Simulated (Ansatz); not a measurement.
C4H10Si can be A, `C1CC[SiH2]C1`, or B, `C/C=C\C[SiH3]`.

Gas-phase electronic energies from Ansatz, PBE0-D4/def2-TZVP geometries. CBS: MP2 limit from def2 TZ/QZ plus the TZ coupled-cluster correction, frozen cores. Functionals use def2-TZVPP. B3LYP here is the variant with VWN-RPA as its local correlation; programs differ in this. One conformer a species, not always the lowest.

Question: Which isomer does CCSD(T)/CBS put lower? Give the gap. (An estimate is asked.)

Answer: Computed: A, by 20.6 kcal/mol.

Question: Give E(B) − E(A) in kcal/mol with B2PLYP, ωB97M-V, CCSD/def2-TZVPP, r2SCAN-D4, PBE-D4, B3LYP, CCSD(T)/def2-TZVPP. (An estimate is asked.)

Answer: The calculation gave: B2PLYP 18.2, ωB97M-V 21.6, CCSD/def2-TZVPP 20.4, r2SCAN-D4 20.8, PBE-D4 20.4, B3LYP 15.9, CCSD(T)/def2-TZVPP 20.3. None reverses the order clearly.

Largest T1 diagnostic: 0.010.

The D4 term adds +1.1 kcal/mol with B3LYP and +0.5 kcal/mol with PBE0; it sums over pairs of atoms, weighted by their polarisabilities, and B3LYP, whose exchange is more repulsive, gets the larger term. In def2-TZVPP, CCSD(T) changes the Hartree–Fock value by +4.7 kcal/mol (the triples alone add −0.1 kcal/mol) and MP2 by +6.9 kcal/mol.
